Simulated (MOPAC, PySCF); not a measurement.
C$_{9}$H$_{6}$BNS, SMILES `c1c(B)c(C#N)cc2c1ccs2`, neutral singlet in the gas phase. 

Cartesian coordinates (Å):
SMILES: c1(c(cc2c(ccs2)c1)C#N)B
```xyz
18

B     -2.5106     1.1405     1.0342
C     -1.2789     0.4656     0.3924
C      0.0027     0.7598     0.8830
C      1.1584     0.1746     0.3373
C      2.5366     0.3479     0.6985
C      3.3765    -0.4021    -0.0748
S      2.5450    -1.3500    -1.2735
C      1.0062    -0.7410    -0.7440
C     -0.2498    -1.0654    -1.2668
C     -1.3798    -0.4650    -0.7005
C     -2.6564    -0.8106    -1.2502
N     -3.6751    -1.1185    -1.7262
H     -3.6256     0.9127     0.6398
H     -2.3353     1.9108     1.9485
H      0.0995     1.4655     1.7140
H      2.8787     1.0044     1.5008
H      4.4642    -0.4607    -0.0165
H     -0.3562    -1.7686    -2.0962
```
Charge 0, multiplicity 1.

All levels are single points at this geometry (r2SCAN-D4/def2-SVP); Pople sets use spherical d functions. Orbital energies aren't observables, and empty levels follow the basis.

PM7 in MOPAC gives gap (eV) = 7.40.

### Question
Estimate the gap (eV) from each of these levels: PBE-D3(BJ)/def2-TZVP in PySCF; r2SCAN-D4/def2-TZVP in PySCF; B3LYP/3-21G in PySCF; B3LYP/6-311+G** in PySCF; B3LYP/LANL2DZ in PySCF; BP86/6-31G* in PySCF; HF/6-31G* in PySCF; PM3 in MOPAC.

### Answer

```json
[
 {"level": "PBE-D3(BJ)/def2-TZVP in PySCF", "gap (eV)": "2.87"},
 {"level": "r2SCAN-D4/def2-TZVP in PySCF", "gap (eV)": "3.18"},
 {"level": "B3LYP/3-21G in PySCF", "gap (eV)": "4.31"},
 {"level": "B3LYP/6-311+G** in PySCF", "gap (eV)": "4.20"},
 {"level": "B3LYP/LANL2DZ in PySCF", "gap (eV)": "4.29"},
 {"level": "BP86/6-31G* in PySCF", "gap (eV)": "2.92"},
 {"level": "HF/6-31G* in PySCF", "gap (eV)": "9.78"},
 {"level": "PM3 in MOPAC", "gap (eV)": "7.79"}
]
```
